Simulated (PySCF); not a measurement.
# The second ionisation energy along group 11

All values are computed (PySCF 2.14, energy differences of UHF-based or UKS calculations, no spin-orbit coupling). Values in eV. The last column holds reference values (NIST; (s) semi-empirical, (t) theoretical, else measured). Unmarked ones compare directly (S terms, centres of terms, or small fine structure); those marked * lie between the lowest fine-structure levels and include a spin-orbit shift.

```
                         element                  configurations     UHF  CCSD (valence)  CCSD(T) (valence)  CCSD(T) (valence and next inner shell)     LDA    PBE0         reference
Cu (x2c-TZVPPall, spin-free X2C)            [Ar] 3d10 → [Ar] 3d9  17.179          19.727             19.913                                  20.061  21.584  20.259          20.292 *
Ag (x2c-TZVPPall, spin-free X2C)            [Kr] 4d10 → [Kr] 4d9  19.710          21.349             21.445                                  21.364  22.328  21.631          21.484 *
Au (x2c-TZVPPall, spin-free X2C)  [Xe] 4f14 5d10 → [Xe] 4f14 5d9  18.966          20.485             20.581                                  20.558  21.453  20.758  20.203 ± 0.025 *
```

"Valence" correlates the outer s and p shells and, in groups 3 to 12 and the f block, the outer d or f shell, open or full, or the next shell where the ion has no valence electron left; the wider scheme adds the next inner shell.
